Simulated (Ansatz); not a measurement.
`[SiH3][SiH]1CO1` + `[GaH2][AsH2]` → `[AsH2][SiH]1CO1` + `[SiH3][GaH2]`  (redistribution)

Isolated molecules relaxed with PBE0-D4/def2-TZVP in Ansatz; ΔE leaves out vibrations. CCSD(T)/CBS adds triple-zeta CCSD(T) − MP2 to the extrapolated MP2 energy (def2 sets, frozen cores). DFT in def2-TZVPP. B3LYP here is the variant with VWN-RPA as its local correlation; programs differ in this. For As, Ga outer-core shells are correlated without core-valence functions, which leaves a few kJ/mol of doubt a bond. Scalar relativity is left out up to krypton.

| level | ΔE (kJ/mol) | difference from CCSD(T)/CBS |
| --- | --- | --- |
| PBE-D4 | 16.6 | -0.9 |
| r2SCAN-D4 | 18.3 | 0.8 |
| PBE0-D4 | 17.4 | -0.1 |
| B3LYP-D4 | 17.7 | 0.2 |
| ωB97X-V | 17.6 | 0.1 |
| ωB97M-V | 14.7 | -2.8 |
| B2PLYP | 18.9 | 1.4 |
| PBE | 17.1 | -0.4 |
| r2SCAN | 18.3 | 0.8 |
| PBE0 | 17.8 | 0.3 |
| B3LYP | 18.6 | 1.1 |
| HF/def2-TZVPP | 22.4 | 4.9 |
| MP2/def2-TZVPP | 18.6 | 1.1 |
| SCS-MP2/def2-TZVPP | 18.4 | 0.9 |
| CCSD/def2-TZVPP | 18.2 | 0.7 |
| CCSD(T)/def2-TZVPP | 18.1 | 0.6 |
| HF/def2-QZVPP | 22.5 | 5.0 |
| MP2/def2-QZVPP | 18.3 | 0.8 |
| SCS-MP2/def2-QZVPP | 18.2 | 0.7 |
| HF/CBS(def2) | 22.5 | 5.0 |
| MP2/CBS(def2) | 18.0 | 0.5 |
| CCSD/CBS(def2) | 17.6 | 0.1 |
| CCSD(T)/CBS | 17.5 | 0 |

Largest T1 diagnostic among the species: 0.015.

In def2-TZVPP, CCSD(T) changes the Hartree–Fock value by −4.2 kJ/mol (the triples alone add −0.1 kJ/mol) and MP2 by −3.8 kJ/mol.
